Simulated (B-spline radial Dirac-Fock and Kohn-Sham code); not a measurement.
## Elastic and transport cross sections of lutetium for electrons

Method: relativistic (Dirac) partial waves in the static field of the Dirac-Fock atom with Furness-McCarthy exchange, without polarisation or absorption potentials. Computed with a radial atomic solver. σ_tr1 and σ_tr2 weight the cross section with 1 − P₁ and 1 − P₂ of cos θ; "backward" is the share scattered beyond 90°.

| energy (eV) | σ (a₀²) | σ_tr1 (a₀²) | σ_tr2 (a₀²) | σ/σ_tr1 | backward (%) |
| --- | --- | --- | --- | --- | --- |
| 4130 | 4.94 | 0.484 | 0.607 | 10.2 | 3.5 |
| 4570 | 4.68 | 0.423 | 0.550 | 11.1 | 3.1 |
| 5000 | 4.45 | 0.375 | 0.503 | 11.9 | 2.9 |
| 6020 | 4.01 | 0.291 | 0.414 | 13.8 | 2.4 |
| 6510 | 3.84 | 0.261 | 0.380 | 14.7 | 2.2 |
| 8150 | 3.37 | 0.190 | 0.295 | 17.8 | 1.7 |
| 9670 | 3.06 | 0.149 | 0.242 | 20.5 | 1.5 |
| 10000 | 3.00 | 0.142 | 0.232 | 21.1 | 1.4 |
| 14100 | 2.45 | 0.0857 | 0.152 | 28.5 | 0.94 |
| 16400 | 2.23 | 0.0685 | 0.125 | 32.6 | 0.78 |
| 17000 | 2.18 | 0.0649 | 0.119 | 33.7 | 0.75 |
| 20000 | 1.98 | 0.0508 | 0.0959 | 38.9 | 0.62 |
| 23400 | ? | ? | ? | ? | ? |
| 27200 | 1.63 | 0.0319 | 0.0632 | 51.3 | 0.42 |
| 27900 | 1.61 | 0.0307 | 0.0610 | 52.5 | 0.41 |
| 28300 | 1.59 | 0.0300 | 0.0598 | 53.1 | 0.40 |

Q: Fill in the row for 23.4 keV.

A: σ = 1.80 a₀², σ_tr1 = 0.0401 a₀², σ_tr2 = 0.0776 a₀², σ/σ_tr1 = 44.8, backward 0.51 %. The ratio σ/σ_tr1 is roughly the number of elastic collisions that randomise the direction.
